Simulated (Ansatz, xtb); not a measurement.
# C4H4N4: which of two isomers lies lower

We compare I, `N#Cc1[nH]ncc1N`, a singlet, with II, `N#Cc1n[nH]cc1N`, a singlet. Both are isolated molecules in the gas phase, relaxed with PBE-D3(BJ)/def2-SVP; the shapes shown needn't be the lowest conformers.

I (Å):

```yaml
atoms:
  - { symbol: C, position_ang: [-2.3845, -0.8437, -0.0482] }
  - { symbol: C, position_ang: [-1.0217, -1.1729, 0.1035] }
  - { symbol: C, position_ang: [1.1677, -1.5725, -0.1066] }
  - { symbol: C, position_ang: [0.0201, -1.1764, -0.8543] }
  - { symbol: N, position_ang: [-3.5161, -0.5567, -0.2068] }
  - { symbol: N, position_ang: [-0.4295, -1.5580, 1.2985] }
  - { symbol: N, position_ang: [0.8697, -1.7949, 1.1841] }
  - { symbol: N, position_ang: [-0.0828, -0.9201, -2.2026] }
  - { symbol: H, position_ang: [-0.8974, -1.6620, 2.1988] }
  - { symbol: H, position_ang: [2.1951, -1.7056, -0.4670] }
  - { symbol: H, position_ang: [-0.9128, -0.4096, -2.5078] }
  - { symbol: H, position_ang: [0.7715, -0.6227, -2.6731] }
```

II (Å):

```csv
atom,x (Å),y (Å),z (Å)
C,-2.4889,-0.6109,-0.6185
C,-1.2715,-1.0820,-0.0544
C,0.8625,-1.6752,0.2058
C,-0.0250,-1.1981,-0.7652
N,-3.4475,-0.2025,-1.1629
N,-1.1523,-1.4611,1.2422
N,0.1227,-1.8040,1.3583
N,0.1818,-0.9548,-2.1087
H,0.4638,-2.1298,2.2634
H,1.9255,-1.9308,0.1593
H,-0.5293,-0.3716,-2.5550
H,1.1298,-0.6932,-2.3799
```

Quicker runs give these differences E(II) − E(I): GFN2-xTB +1.65 kcal/mol; HF/STO-3G +0.29 kcal/mol (at GFN2-xTB geometries); r2SCAN-D4/def2-SVP +1.15 kcal/mol (at GFN2-xTB geometries).

Task: Estimate E(II) − E(I) at the level CCSD(T)/def2-SVP + ΔMP2/def2-TZVPP.

Result: CCSD(T)/def2-SVP + ΔMP2/def2-TZVPP gives E(II) − E(I) = −0.39 kcal/mol, slightly favouring structure II, which is too small a margin to settle the true order.

Level by level:

```
                             level             geometry  E(II) − E(I) (kcal/mol)  departure from the last row (kcal/mol)  job, with rough time for the two
                          GFN2-xTB             GFN2-xTB                     +1.65                                   +2.04              optimisation, 0.15 s
                         HF/STO-3G             GFN2-xTB                     +0.29                                   +0.68              single point, 0.48 s
                r2SCAN-D4/def2-SVP             GFN2-xTB                     +1.15                                   +1.54               single point, 5.3 s
               PBE-D3(BJ)/def2-SVP  PBE-D3(BJ)/def2-SVP                     +1.08                                   +1.48                optimisation, 27 s
                       HF/def2-SVP  PBE-D3(BJ)/def2-SVP                     +0.06                                   +0.45           part of the CCSD(T) run
                      MP2/def2-SVP  PBE-D3(BJ)/def2-SVP                     −0.72                                   −0.33           part of the CCSD(T) run
                  CCSD(T)/def2-SVP  PBE-D3(BJ)/def2-SVP                     −0.39                                    0.00                      single point
CCSD(T)/def2-SVP + ΔMP2/def2-TZVPP  PBE-D3(BJ)/def2-SVP                     −0.39                                                        single point, 94 s
```

As drawn, both hold the same kinds of bond in the same numbers.

The largest departure from CCSD(T)/def2-SVP + ΔMP2/def2-TZVPP is that of GFN2-xTB, 2.04 kcal/mol. The last row adds to CCSD(T) the change of the MP2 difference between the two basis sets, here 0.00 kcal/mol.

With thermal terms from frequencies at re-optimised GFN2-xTB minima (ideal gas, soft modes damped towards free rotors, one conformer each, 298.15 K, 1 atm): the zero-point term adds +0.04 kcal/mol; ΔH is −0.38 and ΔG −0.32 kcal/mol.

The correlated steps freeze 8 core orbitals. Codes used: Ansatz 0.2.0, xtb 6.7.1; the last row on 2 threads of Arm Neoverse V2 on a shared host.
